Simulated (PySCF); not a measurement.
**Relaxation of triplet OsO2**

Computed with PySCF, UPBE0, basis Os def2-TZVP with ECP60, O def2-TZVP (scalar-relativistic core potentials, no spin–orbit coupling, density fitting). A (50,194) grid was used.

A hand-made side-on start, of C2v symmetry, held to at least that symmetry:

Coordinates in bohr (charge 0 multiplicity 3):
```
Os    0.0000    0.0000   -0.4937
O     1.3228    0.0000    2.9626
O    -1.3228    0.0000    2.9626
```

(1) What does it relax to?

(2) How much energy is released, and in how many steps?

Results:

(1) It ends at C2v with Os–O 1.867 Å (×2), O–O 1.408 Å; O–Os–O 44.3°, O–O–Os 67.9° (×2). A frequency run shows a minimum.

(2) 17.9 kJ/mol in 4 steps.

Other spin states or occupations of the open shell can lie lower. No spin–orbit coupling is included, which matters more the heavier the element.

The relaxation took of the order of 25 core-seconds on a shared host.
